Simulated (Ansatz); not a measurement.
Cost and result for the atomization energy of ClH$_{7}$N$_{2}$Si$_{2}$ (`N[SiH](Cl)N[SiH3]`) (12 atoms, 11 bonds).

```xyz
12

N    -0.206    1.519   -1.761
Si    0.507    0.189   -0.981
Cl   -0.172   -1.680   -1.566
N     0.150    0.250    0.686
Si   -0.264   -1.029    1.784
H    -1.190    1.712   -1.658
H     0.138    1.817   -2.659
H     1.938    0.215   -1.350
H     0.244    1.163    1.107
H    -1.628   -1.565    1.544
H     0.701   -2.154    1.706
H    -0.218   -0.436    3.147
```

Charge 0, multiplicity 1. The geometry is a stationary point of PBE0-D4/def2-TZVP. It is one conformer, not always the lowest. Program: Ansatz. All runs use 4 threads of an AMD EPYC 7R43 on a shared host. Times are those of one run each, without the atoms' runs, and a repeat can differ threefold. Electronic energies, without spin–orbit coupling; frozen cores. CCSD(T)/CBS adds CCSD(T) − MP2 in def2-TZVPP to the MP2 limit, and its time is that of the two runs behind it. T1 = 0.010. B3LYP takes the VWN-RPA correlation (the form of Gaussian; ORCA's B3LYP/G).

CCSD(T)/CBS is a level of theory with its own doubt, some kJ/mol a heavy atom from the limit and from the frozen cores, so smaller differences don't rank the functionals.

| level | functions | wall time | atomization (kcal/mol) | difference from CCSD(T)/CBS | per bond |
| --- | --- | --- | --- | --- | --- |
| PBE-D4/def2-TZVPP (with forces) | 286 | 3.1 s | 964.2 | 0.0 | 0.0 |
| PBE0-D4/def2-TZVPP | 286 | 4 s | 952.9 | -11.3 | -1.0 |
| r2SCAN-D4/def2-TZVPP (with forces) | 286 | 5.5 s | 957.2 | -7.0 | -0.6 |
| B3LYP-D4/def2-TZVPP (with forces) | 286 | 7 s | 962.6 | -1.6 | -0.1 |
| B2PLYP/def2-TZVPP | 286 | 7 s | 948.9 | -15.3 | -1.4 |
| ωB97X-V/def2-TZVPP | 286 | 9 s | 969.9 | 5.7 | 0.5 |
| ωB97M-V/def2-TZVPP (with forces) | 286 | 13 s | 967.7 | 3.5 | 0.3 |
| MP2/def2-QZVPP | 534 | 29 s | 960.5 | -3.7 | -0.3 |
| CCSD(T)/def2-TZVPP | 286 | 3.3 min | 931.8 | -32.4 | -3.0 |
| CCSD(T)/CBS(def2) | – | 3.8 min | 964.2 | 0.0 | 0.0 |

From PBE to PBE0 (25 % exact exchange), in def2-TZVPP and without D4, the atomization energy moves by −10.2 kcal/mol: exact exchange takes away binding that semilocal exchange gives to molecules. The D4 term adds +12.3 kcal/mol with B3LYP and +6.5 kcal/mol with PBE0; it sums over pairs of atoms, weighted by their polarisabilities, and B3LYP, whose exchange is more repulsive, gets the larger term. In def2-TZVPP, CCSD(T) changes the Hartree–Fock value by +242.9 kcal/mol (the triples alone add +12.7 kcal/mol) and MP2 by +252.1 kcal/mol; breaking electron pairs costs correlation energy, which Hartree–Fock lacks.
